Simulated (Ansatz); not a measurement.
```yaml
crystal:
  periodic: [false, false, false]
  atoms:
    - {symbol: B, position_ang: [-3.168026, 1.601091, 0.917696]}
    - {symbol: N, position_ang: [-0.860640, 0.444123, 0.274923]}
    - {symbol: Si, position_ang: [1.745527, 0.541417, 2.355148]}
    - {symbol: C, position_ang: [-0.603220, -0.811181, -2.047671]}
    - {symbol: C, position_ang: [1.460606, -1.974892, -2.879954]}
    - {symbol: H, position_ang: [-4.887914, 1.490184, -0.548536]}
    - {symbol: H, position_ang: [-3.360679, 2.662724, 2.900203]}
    - {symbol: H, position_ang: [2.509142, -2.069948, 3.042050]}
    - {symbol: H, position_ang: [0.948283, 1.963461, 4.621870]}
    - {symbol: H, position_ang: [3.912596, 1.809265, 1.101963]}
    - {symbol: H, position_ang: [-2.306358, -0.766726, -3.191365]}
    - {symbol: H, position_ang: [3.204797, -2.070663, -1.808836]}
    - {symbol: H, position_ang: [1.444624, -2.884615, -4.709523]}
basis:
  gaussian: {orbitals: def2-TZVPD}
hamiltonian: {xc: {name: PBE-QIDH}}
accuracy: high
```

```sh
$ ansatz run in.yaml --threads 2 --pin off --events-out ev --progress --plain --max-ram 22528MiB --backend cpu
```

It prints (some lines left out):

```
Functional definition: PBE-QIDH
4704 factors; integrals over basis functions are off by at most 3.1e-8 eV
mean field evaluation 1: about -12153.5556 eV, gradient 8.1e1 eV
mean field evaluation 2: about -12153.5830 eV, gradient 8.1e1 eV
mean field evaluation 4: about -12138.2532 eV, gradient 9.8e1 eV
mean field evaluation 8: about -12174.6291 eV, gradient 2.2e1 eV
mean field evaluation 16: about -12176.2657 eV, gradient 1.1e-1 eV
mean field evaluation 32: about -12176.2661 eV, gradient 2.1e-3 eV
mean field -12176.26613232 eV, -447.4695269930 hartree, gradient 5.6e-8 eV, S^2 0.000000; 8 other end points of the search recorded, 0 dependent functions left out; unrestricted orbitals would lower it
9 core orbitals not correlated: weight in the atoms' cores, before any rotation towards them, 1.000 or more for the frozen orbitals, at most 0.000 for the correlated occupied ones
reference -12176.26613482 eV, -447.4695270849 hartree; 14, 14 occupied and 240, 240 virtual orbitals, 4704 factors
second order -30.98938487 eV of doubles, -0.00000000 eV of singles
Total energy: -12186.59592977 eV, -447.8491400478 hartree
```

Problem. Something in this input is off. What?

Solution. The coordinates are in bohr but typed as ångström. Self-consistency was reached. The result belongs to that input, not to the molecule as meant.
